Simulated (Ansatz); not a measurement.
Species: CH₈N₃Si, charge 0, multiplicity 2. It need not be the lowest isomer of its formula. 
Structure (B3LYP-D3(BJ)/def2-TZVP (Ansatz, a program for electronic structure) minimum search):
```xyz
13

Si    -0.0344    -0.0005     0.0282
C      1.7394    -0.4655    -0.3520
N     -0.5023    -0.8815     1.4789
N     -0.9388    -0.2899    -1.4053
N     -0.3362     1.6198     0.4796
H      2.1413     0.1922    -1.1269
H      2.3672    -0.3638     0.5348
H      1.8248    -1.4956    -0.7073
H     -0.5947    -1.8886     1.3280
H     -1.9076    -0.0187    -1.4630
H     -0.7234    -1.0505    -2.0293
H     -0.3936     1.8825     1.4487
H     -0.2274     2.4038    -0.1401
```
Charge 0, spin multiplicity 2.

Computed values are from Ansatz. Valence correlation only, unless marked. UHF or UKS for open shells. Spin-orbit coupling is left out. No relativistic terms. CBS marks a two-point X^-3 extrapolation of the correlation energy; Hartree-Fock from the larger set. [CCSD(T)-MP2]/basis is that difference in the basis named.

Task: What is the total energy at RI-MP2/CBS(cc-pV(T+d)Z,cc-pV(Q+d)Z)+[CCSD(T)-MP2]/cc-pV(T+d)Z?

Result: -496.0875 Eh.

Task: What is the T1 diagnostic at CCSD/cc-pV(T+d)Z?

Result: 0.011.

Task: What is the dipole moment at CCSD(T)/aug-cc-pV(D+d)Z?

Result: 1.58 D.

Task: What is the atomisation energy De at RI-MP2/CBS(cc-pV(T+d)Z,cc-pV(Q+d)Z)+[CCSD(T)-MP2]/cc-pV(T+d)Z?

Result: 1104.6 kcal/mol.
